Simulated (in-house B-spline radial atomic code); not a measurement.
A calculation on Ti⁴⁺: its settings, and results tabulated from the run. Computed with a radial B-spline atomic code at the basis-set limit: scalar-relativistic (X2C) AM05, spin-polarised, spherical fractional occupations, Fermi nucleus of rms radius 3.5921 fm.

Command:
```bash
python run_scf.py task.json out
```
Settings (nuclear radius in fm, mass in u):
```
Z                22
configuration    [Ne] 3s2 3p6
hamiltonian      x2c
method           am05
spin_polarised   True
nucleus          fermi
rms_radius       3.5921
atomic_mass      47.94794
speed_of_light   137.035999084
```

Output (hartree, bohr):
```
 radial grid: 67 intervals, B-splines of order 8, outer radius 14.6809 bohr

 iter        energy (Eh)    residual
    1        -843.148855    4.80e-01
    2        -847.450537    2.09e-01
    3        -848.317395    6.29e-02
    4        -848.403453    1.91e-02
    5        -848.409953    7.91e-03
    6        -848.411535    4.67e-04
    7        -848.411538    8.04e-06
    8        -848.411538    1.81e-07

 total energy                      -848.41154
 kinetic                             856.2918
 electron-nucleus                  -1984.3643
 Hartree                             318.4980
 exchange-correlation                -38.8370

 orbital      occ     eigenvalue          <r>       <r^2>       <1/r>     <1/r^2>       r_max
 1s up      1.000      -180.3543    0.0694452  0.00649885     21.9812     1016.28     0.04534
 1s down    1.000      -180.3543    0.0694452  0.00649885     21.9812     1016.28     0.04534
 2s up      1.000       -21.7178     0.325303    0.125204     4.56974     91.7094      0.2694
 2s down    1.000       -21.7178     0.325303    0.125204     4.56974     91.7094      0.2694
 2p up      3.000       -18.3372     0.290152    0.103866     4.44755     27.3848      0.2197
 2p down    3.000       -18.3372     0.290152    0.103866     4.44755     27.3848      0.2197
 3s up      1.000        -4.1745      0.97582     1.09186     1.44756     13.9381      0.8586
 3s down    1.000        -4.1745      0.97582     1.09186     1.44756     13.9381      0.8586
 3p up      3.000        -3.2801      1.02656     1.22712     1.33243     3.95629       0.882
 3p down    3.000        -3.2801      1.02656     1.22712     1.33243     3.95629       0.882
```

Run time, properties included: 0.13 s on 1 thread of Arm Neoverse V2, with other jobs on the host.
